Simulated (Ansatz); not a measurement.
`CNBCl` + `[AlH3]` → `[AlH2][BH]Cl` + CH₃NH₂ at 500 K and 1 bar (formal exchange of groups at a B–N bond).

Calculated with Ansatz (gas phase, PBE0-D4/def2-TZVP geometries, no zero-point term in ΔE). CBS: MP2 limit from def2 TZ/QZ plus the TZ coupled-cluster correction, frozen cores. This one scheme is used for every species. One conformer a species, not always the lowest.

| species | CCSD(T)/CBS energy (Eh) | H − E (kJ/mol) | S (J/(mol·K)) |
| --- | --- | --- | --- |
| `CNBCl` | -580.41629 | 218.4 | 350.1 |
| `[AlH3]` | -243.78045 | 68.7 | 232.2 |
| `[AlH2][BH]Cl` | -728.37691 | 102.2 | 350.1 |
| CH₃NH₂ | -95.75281 | 191.8 | 270.3 |

H − E and S are ideal-gas, rigid-rotor, harmonic terms from PBE0-D4/def2-TZVP, for one conformer and one mirror image of each species. 1 Eh = 2625.50 kJ/mol, R = 8.31446 J/(mol·K).

**Question.** By hand: ΔE, ΔH, ΔS and ΔG.

**Answer.** ΔE = (-728.37691) + (-95.75281) − (-580.41629) − (-243.78045) = 0.06702 Eh = 176.0 kJ/mol. Δ(H − E) = 102.2 + 191.8 − 218.4 − 68.7 = 6.9, so ΔH = 182.9 kJ/mol. ΔS = 350.1 + 270.3 − 350.1 − 232.2 = 38.1 J/(mol·K). ΔG = 182.9 − 500 × (38.1)/1000 = 163.8 kJ/mol.

**Question.** By hand: the equilibrium constant, and the temperature at which ΔG would vanish if ΔH and ΔS stayed fixed.

**Answer.** log₁₀ K = −ΔG/(RT ln 10) = -17.1. ΔG = 0 at ΔH/ΔS = 4801 K, far beyond where these terms or the molecules hold.

ΔH outweighs TΔS. A doubt of 5 kJ/mol in ΔE shifts log₁₀ K by 0.5 here. Other conformers and mirror images would add mixing entropy, several J/(mol·K) or more a flexible species. These are equilibria of isolated gas molecules and say nothing of rates. Largest T1 diagnostic: 0.013 (customary marks: 0.02 for closed shells, 0.045 for open ones).
